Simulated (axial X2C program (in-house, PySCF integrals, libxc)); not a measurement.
Spin–orbit effects down a group: molecules with C, HF

Calculated with an in-house all-electron X2C program for linear molecules (integrals from PySCF), spin-free (one-electron X2C) or two-component (2c: spin–orbit coupling with atomic mean-field Coulomb and Gaunt terms, which also bring small scalar terms), in Dyall basis sets with cores contracted in-house; open shells are unrestricted.

Basis sets: C dyall-v3z, O dyall-av3z, S dyall-av3z, Se dyall-cv3z, Te dyall-cv3z.

```
molecule  spin-free state  Re (Å)  ωe (cm⁻¹)  De (eV)  2c state  Re 2c (Å)  ωe 2c (cm⁻¹)  De 2c (eV)
      CO   M_S = 0, Λ = 0   1.103     2422.8     7.56     Ω = 0      1.103        2422.7        7.56
      CS   M_S = 0, Λ = 0   1.514     1419.6     4.14     Ω = 0      1.514        1419.2        4.13
     CSe   M_S = 0, Λ = 0   1.648     1156.6     2.88     Ω = 0      1.649        1154.2         n/a
     TeC   M_S = 0, Λ = 0   1.867      960.0     1.42     Ω = 0      1.871         946.2         n/a
```

Question: Work out the shifts from the spin-free to the two-component result.

Answer: 

| molecule | 2c state | ΔRe (Å) | Δωe (cm⁻¹) | ΔDe (eV) |
| --- | --- | --- | --- | --- |
| CO | Ω = 0 | 0.000 | -0.1 | 0.00 |
| CS | Ω = 0 | 0.000 | -0.4 | -0.01 |
| CSe | Ω = 0 | 0.001 | -2.4 | n/a |
| TeC | Ω = 0 | 0.004 | -13.8 | n/a |

Shifts of one unit in the last digit are rounding.

Each entry is the lowest single determinant of a limited PBE0 search at one distance. De goes to single-determinant-based atoms at the same level (for ions the charge split of lowest energy) and is withheld (n/a) where an atom does not fit its ground term or J level. Main or longest-lived isotopes. Some light 2c atoms are not at their ground J level, so De misses part of their lowering (0.04 eV or less).
